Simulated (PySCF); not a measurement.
SMILES C1=CCCC=CCC1 (C₈H₁₂), GFN2-xTB optimised geometry.

```
20

C     -1.33    -0.51    -1.37
C     -1.33     0.80    -1.19
C     -0.77     1.52     0.00
C      0.77     1.52     0.00
C      1.33     0.51     0.96
C      1.33    -0.80     0.78
C      0.77    -1.52    -0.42
C     -0.77    -1.52    -0.42
H     -1.74    -0.91    -2.29
H     -1.74     1.44    -1.97
H     -1.13     1.04     0.92
H     -1.14     2.55     0.00
H      1.14     2.51     0.28
H      1.13     1.31    -1.01
H      1.74     0.91     1.88
H      1.74    -1.44     1.56
H      1.13    -1.04    -1.33
H      1.14    -2.55    -0.42
H     -1.13    -1.30     0.60
H     -1.14    -2.51    -0.69
```

Density from B3LYP/def2-SVP (PySCF) at that geometry.

Minimum of the electron density along straight lines between bonded atoms, close to the bond critical point (lines longer than 1.1 times the sum of covalent radii, or with two minima, are not listed):

```tsv
bond	length / Å	ρ at the minimum / e bohr⁻³	∇²ρ there / e bohr⁻⁵	position (fraction from the first atom)
C1–C2	1.324	0.347	-0.94	0.50
C2–C3	1.500	0.257	-0.61	0.51
C3–C4	1.548	0.233	-0.51	0.50
C4–C5	1.500	0.257	-0.61	0.50
C5–C6	1.324	0.347	-0.94	0.50
C6–C7	1.500	0.257	-0.61	0.51
C1–C8	1.500	0.257	-0.61	0.51
C7–C8	1.548	0.233	-0.51	0.50
C1–H9	1.082	0.282	-1.05	0.63
C2–H10	1.082	0.282	-1.05	0.63
C3–H11	1.093	0.276	-1.00	0.62
C3–H12	1.091	0.278	-1.01	0.62
C4–H13	1.091	0.278	-1.01	0.62
C4–H14	1.093	0.276	-1.00	0.62
C5–H15	1.082	0.282	-1.05	0.63
C6–H16	1.082	0.282	-1.05	0.63
C7–H17	1.093	0.276	-1.00	0.62
C7–H18	1.091	0.278	-1.01	0.62
C8–H19	1.093	0.276	-1.00	0.62
C8–H20	1.091	0.278	-1.01	0.62
```
